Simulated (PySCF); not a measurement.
How methods differ on the ionisation energy of Cu⁺

Cu⁺ [Ar] 3d10 (1S) → Cu²⁺ [Ar] 3d9 (2D), as a difference of total energies. Computed with PySCF 2.14 in def2-TZVPPD, with no relativity, point nucleus. Correlated levels: valence: [Ar] frozen. The calculations carry no spin-orbit coupling.

| method | ionisation energy (eV) | plus first-order spin-orbit estimate | difference from reference of that sum (eV) |
| --- | --- | --- | --- |
| UHF | 17.370 | 17.264 | -3.028 |
| MP2 (valence) | 20.879 | 20.774 | +0.482 |
| SCS-MP2 (valence) | 20.446 | 20.341 | +0.049 |
| CCSD (valence) | 19.902 | 19.797 | -0.495 |
| CCSD(T) (valence) | 20.083 | 19.978 | -0.314 |

Reference: 20.292 eV (measured; NIST Atomic Spectra Database, ionization energies).

A first-order spin-orbit estimate (lowest level to lowest level, LS coupling) adds -0.105 eV.

These non-relativistic numbers lack the scalar-relativistic shift.

Errors of the correlated levels include the incompleteness of this basis and the frozen core.
